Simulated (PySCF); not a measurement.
C₃H₁₄GeN₂Si (SMILES [CH3][Ge]([CH3])([CH3])[NH][SiH2]N), singlet, geometry from GFN2-xTB, with bond 14-5 at 2.4 times its length; CASSCF(4,4)/STO-3G in PySCF.

Here is a job for PySCF.
```python
from pyscf import gto, scf, mcscf
import numpy

mol = gto.Mole()
mol.atom = '''
    Si    2.22870096   -0.55429444    0.44705102
    N     2.93686564    0.26020313   -0.89668607
    N     0.56926568   -1.00993609    0.22111774
    Ge   -0.89677570    0.08411917    0.01535858
    C    -0.44704900    1.42978765   -1.37148335
    C    -1.32900885    0.99736622    1.73346194
    C    -2.39317179   -1.08956042   -0.56311929
    H     2.41497115    0.38332946    1.56076167
    H     2.94840369   -1.81775896    0.60612389
    H     2.66637433    1.21436824   -1.07232344
    H     2.98015301   -0.23628832   -1.77262568
    H     0.33317094   -1.90454157    0.62054243
    H    -1.33405233    1.98674866   -1.66122326
    H     1.31500050    3.13001867   -0.47727549
    H    -0.04297954    0.94964071   -2.25754800
    H    -1.60320784    0.27650476    2.49828332
    H    -2.15895984    1.68474735    1.60020326
    H    -0.47146651    1.56053614    2.08985249
    H    -2.13791622   -1.61426381   -1.47905971
    H    -3.28730250   -0.50125152   -0.74629928
    H    -2.62685912   -1.82910979    0.19784227
'''
mol.basis = 'sto-3g'
mol.verbose = 4
mol.build()

mf = scf.RHF(mol)
mf.kernel()
mc = mcscf.CASSCF(mf, 4, 4)
mc.fix_spin_(ss=0.0)
mc.conv_tol = 1e-5
mc.kernel()
occ = numpy.linalg.eigvalsh(mc.fcisolver.make_rdm1(mc.ci, mc.ncas, mc.nelecas))[::-1]
ss = mc.fcisolver.spin_square(mc.ci, mc.ncas, mc.nelecas)[0]
print('natural occupations', occ.round(4), ' <S^2>', round(ss, 4))
```

Output, abridged:

```
PySCF version 2.14.0

[INPUT] verbose = 4
[INPUT] num. atoms = 21
[INPUT] num. electrons = 92
[INPUT] charge = 0
[INPUT] spin (= nelec alpha-beta = 2S) = 0
[INPUT] symmetry False subgroup None
[INPUT] Mole.unit = angstrom
[INPUT] Symbol           X                Y                Z      unit          X                Y                Z       unit  Magmom
[...]
nuclear repulsion = 690.542529081894
number of shells = 42
number of NR pGTOs = 198
number of NR cGTOs = 66
basis = sto-3g
ecp = {}

******** <class 'pyscf.scf.hf.RHF'> ********
method = RHF
initial guess = minao
damping factor = 0
level_shift factor = 0
DIIS = <class 'pyscf.scf.diis.CDIIS'>
diis_start_cycle = 1
diis_space = 8
diis_damp = 0
SCF conv_tol = 1e-09
SCF conv_tol_grad = None
SCF max_cycles = 50
direct_scf = True
direct_scf_tol = 1e-13
Set gradient conv threshold to 3.16228e-05
Initial guess from minao.
init E= -2562.55892982451
[...]
cycle= 1 E= -2564.72155259973  delta_E= -2.16  |g|= 0.736  |ddm|= 5.27
[...]
cycle= 2 E= -2564.88010557548  delta_E= -0.159  |g|= 0.419  |ddm|= 1.92
[...]
cycle= 3 E= -2564.94735835303  delta_E= -0.0673  |g|= 0.212  |ddm|= 1.05
[...]
cycle= 4 E= -2564.96797047983  delta_E= -0.0206  |g|= 0.0289  |ddm|= 0.371
[...]
cycle= 5 E= -2564.96841867707  delta_E= -0.000448  |g|= 0.0072  |ddm|= 0.059
[...]
cycle= 6 E= -2564.96846629608  delta_E= -4.76e-05  |g|= 0.0027  |ddm|= 0.0224
[...]
cycle= 7 E= -2564.96847388482  delta_E= -7.59e-06  |g|= 0.000856  |ddm|= 0.00793
[...]
cycle= 8 E= -2564.96847518996  delta_E= -1.31e-06  |g|= 0.000305  |ddm|= 0.00381
[...]
cycle= 9 E= -2564.96847533508  delta_E= -1.45e-07  |g|= 6.23e-05  |ddm|= 0.00133
[...]
cycle= 10 E= -2564.96847534099  delta_E= -5.91e-09  |g|= 1.18e-05  |ddm|= 0.000289
[...]
cycle= 11 E= -2564.96847534117  delta_E= -1.72e-10  |g|= 2.6e-06  |ddm|= 4.95e-05
[...]
Extra cycle  E= -2564.96847534118  delta_E= -1.27e-11  |g|= 1.02e-06  |ddm|= 6.22e-06
converged SCF energy = -2564.96847534118

******** <class 'pyscf.mcscf.mc1step.CASSCF'> ********
CAS (2e+2e, 4o), ncore = 44, nvir = 18
max_cycle_macro = 50
max_cycle_micro = 4
conv_tol = 1e-05
conv_tol_grad = None
orbital rotation max_stepsize = 0.02
orbital rotation threshold for CI restart = 0.01
augmented hessian ah_max_cycle = 30
augmented hessian ah_conv_tol = 1e-12
augmented hessian ah_linear dependence = 1e-14
augmented hessian ah_level shift = 1e-08
augmented hessian ah_start_tol = 2.5
augmented hessian ah_start_cycle = 3
augmented hessian ah_grad_trust_region = 3
[...]
CASCI E = -2565.13298131552  S^2 = 0.0000000
[...]
macro iter  11 ( 21 JK    4 micro), CASSCF E = -2565.15483585457  dE = -6.14473282e-04  S^2 = 0.0000000
               |grad[o]|=0.00425  |grad[c]|=0.0102  |ddm|=0.00702  |maxRot[o]|=0.048
macro iter  12 ( 21 JK    4 micro), CASSCF E = -2565.15597532759  dE = -1.13947302e-03  S^2 = 0.0000000
               |grad[o]|=0.0043  |grad[c]|=0.00582  |ddm|=0.0035  |maxRot[o]|=0.0873
macro iter  13 ( 11 JK    2 micro), CASSCF E = -2565.15641682966  dE = -4.41502079e-04  S^2 = 0.0000000
               |grad[o]|=0.00427  |grad[c]|=0.00733  |ddm|=0.00453  |maxRot[o]|=0.0477
macro iter  14 ( 21 JK    4 micro), CASSCF E = -2565.15640655723  dE =  1.02724389e-05  S^2 = 0.0000000
               |grad[o]|=0.00413  |grad[c]|=0.00956  |ddm|=0.00543  |maxRot[o]|=0.00815
macro iter  15 ( 16 JK    3 micro), CASSCF E = -2565.15706666914  dE = -6.60111917e-04  S^2 = 0.0000000
               |grad[o]|=0.00406  |grad[c]|=0.00792  |ddm|=0.00507  |maxRot[o]|=0.0618
macro iter  16 ( 11 JK    2 micro), CASSCF E = -2565.15770765967  dE = -6.40990532e-04  S^2 = 0.0000000
               |grad[o]|=0.0034  |grad[c]|=0.013  |ddm|=0.00812  |maxRot[o]|=0.081
macro iter  17 ( 21 JK    4 micro), CASSCF E = -2565.15771713528  dE = -9.47560557e-06  S^2 = 0.0000000
               |grad[o]|=0.00214  |grad[c]|=0.00656  |ddm|=0.00363  |maxRot[o]|=0.0117
macro iter  18 ( 11 JK    2 micro), CASSCF E = -2565.15788358819  dE = -1.66452909e-04  S^2 = 0.0000000
               |grad[o]|=0.00208  |grad[c]|=0.00249  |ddm|=0.00163  |maxRot[o]|=0.0342
macro iter  19 (  6 JK    1 micro), CASSCF E = -2565.15799371209  dE = -1.10123899e-04  S^2 = 0.0000000
               |grad[o]|=0.00142  |grad[c]|=0.0029  |ddm|=0.00181  |maxRot[o]|=0.037
macro iter  20 (  4 JK    1 micro), CASSCF E = -2565.15802672257  dE = -3.30104822e-05  S^2 = 0.0000000
               |grad[o]|=0.000695  |grad[c]|=0.00155  |ddm|=0.00107  |maxRot[o]|=0.0272
macro iter  21 (  1 JK    1 micro), CASSCF E = -2565.15802672327  dE = -6.96672942e-10  S^2 = 0.0000000
               |grad[o]|=0.000186  |grad[c]|=3.2e-05  |ddm|=6.9e-06  |maxRot[o]|=    0
1-step CASSCF converged in  21 macro (354 JK  68 micro) steps
CASSCF canonicalization
Density matrix diagonal elements [1.98213585 1.30732803 0.69339141 0.01714471]
CASSCF energy = -2565.15802672327
CASCI E = -2565.15802672327  E(CI) = -3.32651900185647  S^2 = 0.0000000
natural occupations [1.9833 1.3078 0.6922 0.0167]  <S^2> 0.0
```
